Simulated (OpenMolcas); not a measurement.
V4+: moving or changing the point charges

V4+ among 3 point charges of -3 e arranged as a planar triangle (D3h), 2.05 Å from the ion.
```
   2.0500    0.0000    0.0000  -3.00
  -1.0250    1.7754    0.0000  -3.00
  -1.0250   -1.7754    0.0000  -3.00
```

| Quantity | Value |
| --- | --- |
| Program | OpenMolcas 26.06 |
| Method | SS-CASPT2, IPEA 0.25 Eh, imaginary shift 0.1 Eh (closed shells correlated: 3s 3p) |
| Basis | ANO-RCC-VTZP [6s5p3d2f1g] |
| Scalar Hamiltonian | DKH2, point nucleus |
| Active space | 1 electron in 5 orbitals (3d) |
| State averaging | 2S+1 = 2 even, 5 roots |
| Spin-orbit coupling | RASSI with atomic mean-field integrals over the reference wave functions |

Runs around this geometry, states (labels of D3, the rotations of D3h). Energies in cm-1 above the lowest state or level, χT in cm3 K/mol.

| R (Å) | q (e) | Ground state | First state of that spin | First gap with spin-orbit (degeneracies) | χT at 300 K |
| --- | --- | --- | --- | --- | --- |
| 2.05 | -1.5 | 2A1 | 2E 1030 | 1080 (2, 2) | 0.360 |
| 1.89 | -3 | 2A1 | 2E 3370 | 3300 (2, 2) | 0.367 |
| 2.05 | -3 | 2A1 | 2E 2610 | 2560 (2, 2) | 0.364 |
| 2.18 | -3 | 2A1 | 2E 2170 | 2130 (2, 2) | 0.362 |

Taking the first state of the same spin as R^-n, n = -ln(2170 / 3370) / ln(2.18 / 1.89) = 3.1 between the shortest and longest distance.

Scaling the charges by -1.5 / -3 = 0.50 scales the first state of the same spin by 1030 / 2610 = 0.39; with fixed orbitals a first-order splitting would follow the charge.

Roots that are degenerate in the reference are averaged as groups; the widest CASPT2 spread within a group is 120 cm-1 (the 2-fold group of multiplicity 2 near 12700 cm-1 above the lowest state of its run, R = 2.05, q = -3). Shifts and gaps below about the spread of the groups concerned are not significant. Free-ion shares, where given, are those of the reference states; single-state CASPT2 does not remix them. Point charges carry no covalency, so the field is a model and not that of real ligands. No measured value stands beside these numbers.
